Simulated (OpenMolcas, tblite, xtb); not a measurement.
**A ladder of methods for GaH2ClO (SMILES [OH][GaH][Cl])**

The species is GaH2ClO (5 atoms), meant as a singlet with charge 0. As SMILES, `[OH][GaH][Cl]`. The shape is that of a PBE0-D4/def2-TZVP optimisation. This is one conformer, not always the lowest.

```xyz
5

O    -1.1524    0.5160   -0.4969
Ga    0.4700    0.2081    0.1462
Cl    0.9275   -1.8566    0.5046
H    -1.6723   -0.2818   -0.6223
H     1.4772    1.3406    0.4269
```

Each level gives the HOMO–LUMO gap (eV). The values are calculated.

```json
{"level": "IPEA1-xTB", "kind": "semi-empirical", "program": "tblite", "value (eV)": "5.95", "CPU time": "under 2 s"}
{"level": "GFN0-xTB", "kind": "semi-empirical", "program": "xtb", "value (eV)": "5.12", "CPU time": "under 2 s"}
{"level": "HF/def2-SVPD", "kind": "Hartree–Fock", "program": "OpenMolcas", "value (eV)": "13.79", "CPU time": "13 s"}
{"level": "SVWN5/def2-SVPD", "kind": "LDA", "program": "OpenMolcas", "value (eV)": "5.48", "CPU time": "20 s"}
{"level": "BLYP/def2-SVPD", "kind": "GGA", "program": "OpenMolcas", "value (eV)": "5.50", "CPU time": "27 s"}
{"level": "revPBE/def2-SVPD", "kind": "GGA", "program": "OpenMolcas", "value (eV)": "5.67", "CPU time": "29 s"}
{"level": "r2SCAN/def2-SVPD", "kind": "meta-GGA", "program": "OpenMolcas", "value (eV)": "6.28", "CPU time": "31 s"}
{"level": "M06-2X/def2-SVPD", "kind": "hybrid meta-GGA", "program": "OpenMolcas", "value (eV)": "9.79", "CPU time": "33 s"}
{"level": "B2PLYP/def2-SVPD", "kind": "double hybrid", "program": "OpenMolcas", "value (eV)": "10.09", "CPU time": "23 s"}
```

All-electron rows without a relativistic Hamiltonian named are non-relativistic. The values span 5.12 to 13.79 eV. Orbital gaps aren't excitation energies, and those of double hybrids come from the SCF part alone; they tend to grow with the share of exact exchange. Times are those of the runs behind each value, whatever else they computed, on shared processors of several kinds: orders of magnitude only.
